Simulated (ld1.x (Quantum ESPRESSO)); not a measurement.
## Which change was made? (As, RRKJ)

arsenic (As), norm-conserving RRKJ (Kleinman–Bylander form), made with ld1.x (Quantum ESPRESSO) 7.5 (BP86, scalar-relativistic). Core [Ar], reference 3d10 4s2 4p1 (charge +2). Waves: 4p (bound): rc 1.70 bohr; 3d (bound): rc 0.95 bohr; 4s (bound): rc 1.55 bohr. Local part: the s channel. Core correction: Bessel-smoothed model core inside 0.85 bohr. rho0 = 0.001.

Cutoffs, loose and tight: the cutoffs (Ry, on a coarse ladder) from which the occupation-weighted sum of valence levels, in a spherical-Bessel basis at the reference potential, stays within 10 and 1 mRy of its value at 400 Ry. They do not see the model core or the augmentation charge, which bear on the density cutoff. Test errors are all-electron minus pseudo excitation energies from the reference, over the configurations 3d10 4s2 4p3; 3d10 4s2 4p2; 3d10 4s2 4p0; 3d9 4s2 4p3; 3d9 4s2 4p4; 3d10 4s2 4p2.5; 3d10 4s2 4p3.3; variants that change the core or the reference have their own tests.

The base gives: outcome: generated; cutoff, loose: 260 Ry; cutoff, tight: 300 Ry; bound ghosts: none; largest test error (meV): -1279.

(1) After one change the result is: outcome: generated; cutoff, loose: 160 Ry; cutoff, tight: 230 Ry; bound ghosts: none; largest test error (meV): -670. Which change was it?
A. all radii but the core radius scaled by about 0.78 (s 1.20, p 1.32, d 0.74 bohr)
B. all radii but the core radius scaled by about 1.28 (s 1.98, p 2.18, d 1.22 bohr)
C. all radii but the core radius scaled by about 1.11 (s 1.72, p 1.90, d 1.06 bohr)

Answers

(1) B. The others give: all radii but the core radius scaled by about 0.78 (s 1.20, p 1.32, d 0.74 bohr) → outcome: generated; cutoff, loose: over 300 Ry; cutoff, tight: over 300 Ry; bound ghosts: p; largest test error (meV): -1193 | all radii but the core radius scaled by about 1.11 (s 1.72, p 1.90, d 1.06 bohr) → outcome: generated; cutoff, loose: 200 Ry; cutoff, tight: 300 Ry; bound ghosts: none; largest test error (meV): -1136.
